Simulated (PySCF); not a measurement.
B(F)(Cl)(NH2) (BClFH2N), SMILES NB(F)Cl. The structure is a stationary point at B3LYP-D3(BJ)/def2-SVP. Other conformers were not sampled.

TDA-CAM-B3LYP/def2-SVPD (PySCF) puts the lowest singlet excitations at 7.47, 8.39, 8.43, 8.64, 8.75, 8.86 eV.

Task: What are the lowest excitation roots from ADC(2)/aug-cc-pVDZ in PySCF? (The exact figures need the calculation; the answer reports its results.)

Result: 7.06, 8.24, 8.43, 8.46, 8.54, 8.84 eV. S1 differs by -0.40 eV (second minus first; roots are paired by order, and the bases may differ).
